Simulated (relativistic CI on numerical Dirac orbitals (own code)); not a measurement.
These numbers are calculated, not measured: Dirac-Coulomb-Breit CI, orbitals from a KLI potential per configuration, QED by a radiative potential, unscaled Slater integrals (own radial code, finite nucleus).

The strongest absorption lines from the ground level of an ion, among the configurations computed and to levels below about 167 eV (vacuum wavelength in Å, gf): 96.907 (2.3), 98.298 (0.43), 99.053 (0.41), 99.706 (1.7), 103.07 (0.34), 104.88 (0.26), 105.45 (0.42), 108.11 (0.94).

(1) Which ion is it?
A. Kr12+
B. Zr16+
C. Kr14+
D. Ge8+

Results:

(1) A. Kr12+ has 24 electrons and the ground level 3s2.3p6.3d6 5D_4; the strongest line goes to 3s2.3p5.3d7 5D°_4. The pattern of lines fixes the number of electrons, and along that sequence the line energies rise steadily with the charge (about as its square where n changes within one kind of shell, about linearly where n is kept but much faster in heavy ions where fine structure, which grows about as Z⁴, sets the gap, and irregularly where shells cross), which fixes Z. Configurations outside the model, such as inner-shell arrays, can give stronger lines. At this charge energies of transitions that change n are usually good to better than 1 %, and those within a shell (Δn = 0) to a few per cent. Terms inside the open d or f shell come out 10 to 20 % too wide with unscaled integrals.

LS names give the leading component of a level, which can be under half, so a name can repeat, a term be missing and a line seem to break the LS rules.
